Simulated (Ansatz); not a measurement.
`FC(F)(Cl)C[SiH3]`. Charge 0, multiplicity 1. All single points use the PBE0-D4/def2-TZVP geometry. It is one conformer, not always the lowest.

```xyz
11

F    -0.359   -0.132   -1.981
C    -0.094    0.828   -1.077
F     1.219    1.101   -1.173
Cl   -0.982    2.293   -1.577
C    -0.457    0.384    0.309
Si    0.448   -1.171    0.907
H    -1.534    0.204    0.339
H    -0.247    1.206    0.997
H     0.131   -2.328    0.035
H    -0.038   -1.441    2.284
H     1.913   -0.944    0.936
```

(1) What is the dipole moment at PBE/def2-TZVPP? (An estimate is asked.)

(2) And with r2SCAN, B3LYP, ωB97M-V? (Best estimate.)

(3) Give the Mulliken charges with PBE, ωB97M-V, B3LYP in def2-TZVPP. (Best estimate.)

## Answers

(1) Ansatz gave: 1.93 D, with components (-0.56, -0.45, 1.79) D in this frame, pointing from negative to positive charge.

(2) Computed: r2SCAN 2.04 D, B3LYP 2.05 D, ωB97M-V 2.04 D.

(3) Computed: 
| atom | PBE | ωB97M-V | B3LYP |
| --- | --- | --- | --- |
| F1 | -0.13 | -0.16 | -0.17 |
| C2 | 0.32 | 0.33 | 0.40 |
| F3 | -0.13 | -0.16 | -0.17 |
| Cl4 | -0.11 | -0.07 | -0.11 |
| C5 | -0.25 | -0.34 | -0.27 |
| Si6 | 0.19 | 0.17 | 0.26 |
| H7 | 0.11 | 0.13 | 0.11 |
| H8 | 0.11 | 0.13 | 0.11 |
| H9 | -0.04 | -0.01 | -0.05 |
| H10 | -0.05 | -0.02 | -0.06 |
| H11 | -0.04 | -0.01 | -0.05 |

B3LYP here is the variant with VWN-RPA as its local correlation; programs differ in this.
